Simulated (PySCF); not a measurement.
Run record: excited-state job, `C(C#CB(F)F)#C`.

Method: TDDFT CAM-B3LYP/def2-SVPD, vertical, gas phase, core orbitals frozen in the response (PySCF 2.14.0, density-fitted response routines). Geometry: GFN2-xTB. The input is one job of a driver script: a line of settings, then coordinates in Å.

Command:
```bash
OMP_NUM_THREADS=1 python probes_run.py task.json out
```

Input:
```
{"job": {"kind": "uv", "xc": "CAM-B3LYP", "basis": "def2-SVPD", "nstates": 8, "ntriplets": 3}, "charge": 0, "multiplicity": 1}
C      2.867635    -0.342063     1.075708
C      1.703927    -0.204914     0.792102
C      0.395329    -0.049532     0.474231
C     -0.776453     0.091523     0.186893
B     -2.230663     0.268503    -0.168848
F     -2.762870     1.451519    -0.404568
F     -3.067756    -0.745100    -0.269534
H      3.879908    -0.460523     1.324285
```

Output:
```
coarse grid: 8224 points
cycle   1  E = -377.0085775009  dE =  1.133e+00  |g| = 6.374e-01  |ddm| = 3.051e+01
cycle   2  E = -377.0029723798  dE =  5.605e-03  |g| = 7.460e-01  |ddm| = 3.075e+00
cycle   3  E = -377.0880724534  dE = -8.510e-02  |g| = 5.679e-02  |ddm| = 2.353e+00
cycle   4  E = -377.0886931408  dE = -6.207e-04  |g| = 2.118e-02  |ddm| = 3.395e-01
cycle   5  E = -377.0887735894  dE = -8.045e-05  |g| = 1.286e-02  |ddm| = 2.189e-01
cycle   6  E = -377.0888169667  dE = -4.338e-05  |g| = 2.205e-03  |ddm| = 3.131e-02
cycle   7  E = -377.0888186348  dE = -1.668e-06  |g| = 5.343e-04  |ddm| = 2.001e-02
final grid: 84624 points
cycle   8  E = -377.1500744568  dE = -4.032e-05  |g| = 2.105e-03  |ddm| = 2.425e-01
cycle   9  E = -377.1500747908  dE = -3.340e-07  |g| = 1.841e-03  |ddm| = 2.774e-02
cycle  10  E = -377.1500753778  dE = -5.870e-07  |g| = 5.696e-04  |ddm| = 6.778e-03
cycle  11  E = -377.1500754416  dE = -6.379e-08  |g| = 2.662e-04  |ddm| = 2.325e-03
cycle  12  E = -377.1500754600  dE = -1.837e-08  |g| = 7.806e-05  |ddm| = 7.487e-04
cycle  13  E = -377.1500754617  dE = -1.745e-09  |g| = 1.779e-05  |ddm| = 3.350e-04
cycle  14  E = -377.1500754623  dE = -5.896e-10  |g| = 1.045e-05  |ddm| = 8.616e-05
converged SCF energy = -377.1500754623

Static polarisability (au): isotropic 63.856, principal 35.863 39.947 115.756

Singlet excitations
state   eV       nm        f      main configurations
  1   4.0292    307.7   0.00000   H->L 0.96
  2   4.5848    270.4   0.02536   H-1->L 0.59, H->L+1 0.38
  3   4.9479    250.6   0.00000   H-1->L+1 0.97
  4   6.6452    186.6   0.00000   H-2->L 0.77, H->L+4 0.16
  5   7.1016    174.6   0.35214   H-3->L 0.41, H-2->L+1 0.25, H->L+1 0.12
  6   7.4646    166.1   0.00000   H-3->L+1 0.87
  7   7.5036    165.2   1.41640   H->L+1 0.38, H-1->L 0.29, H-3->L 0.18
  8   7.5577    164.1   0.00016   H->L+2 0.77, H->L+3 0.13

Triplet excitations (Tamm-Dancoff, eV): 3.4933 3.7175 4.0304
```

The SCF starts on a coarse grid where the log names one; the energy can jump when the final grid takes over, and dE then counts from the start density on the new grid. H and L stand for HOMO and LUMO; the number after each pair is its weight.

Task: How does the lowest singlet excitation compare with the HOMO–LUMO gap?

Result: HOMO -9.41 eV and LUMO -1.30 eV give a gap of 8.11 eV; S1 at 4.03 eV lies 4.08 eV below it.

Task: Give the mean polarisability as a volume in Å³, and the ratio of the largest to the smallest principal value.

Result: 63.856 au × 0.148185 = 9.46 Å³; 115.756/35.863 = 3.23.

In short: HOMO -9.41 eV, LUMO -1.30 eV; lowest singlet 4.03 eV; lowest triplet 3.49 eV (Tamm–Dancoff); mean polarisability 63.9 au.

The run took 32 s (grids of density and orbitals included) on an Intel Xeon Platinum 8259CL at 2.50 GHz with one thread, no GPU (shared host), and the process peaked at 0.67 GiB of memory.
Labels such as C1 count atoms from 1, the log's own numbers from 0.
